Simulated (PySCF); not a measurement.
# From computed data to an observable: entropy of an ideal gas

sulfuric acid (H2O4S), SMILES O=S(O)(=O)O.

Geometry: PBE-D3(BJ)/def2-SVP. Other conformers were not sampled.

PBE-D3(BJ)/def2-SVP run with PySCF 2.14.0 gives the harmonic wavenumbers 229, 306, 336, 404, 445, 486, 493, 749, 812, 1089, 1103, 1154, 1405, 3644, 3648 cm⁻¹ and the rotational temperatures 0.2295, 0.2276, 0.2178 K. The molar mass is 98.07 g/mol, the symmetry number 2, the spin multiplicity 1.

### Question
Work out the entropy at 298.15 K and 1 atm in the rigid-rotor, harmonic-oscillator model.

### Answer

Translation (Sackur–Tetrode at 1 atm): S = R[1.5 ln M + 2.5 ln T − 1.16487] = 165.9 J/(mol K).
Rotation: q = (√π/σ) T^1.5/√(θA θB θC) = 42800, S = R[ln q + 3/2] = 101.1 J/(mol K).
Vibration: with u = 1.4388 ν/T, each mode gives R[u/(e^u − 1) − ln(1 − e^−u)]:
```
ν (cm⁻¹)  modes     u  S (J/(mol K))
--------  -----  ----  -------------
229           1  1.11           7.89
306           1  1.48           5.79
336           1  1.62           5.15
404           1  1.95           3.97
445           1  2.15           3.39
486           1  2.35           2.90
493           1  2.38           2.83
749           1  3.61           1.06
812           1  3.92           0.83
1089          1  5.26           0.27
1103          1  5.32           0.26
1154          1  5.57           0.21
1405          1  6.78           0.07
```
The stiffer modes add less than 0.005 each. Sum 34.6 J/(mol K).
Spin: R ln 1 = 0.0 J/(mol K).
Total 301.7 J/(mol K); the program's own thermochemistry gives 301.7. Translation makes up 55 % and vibration 11 %. Anharmonicity, hindered rotation and orbital degeneracy are left out.
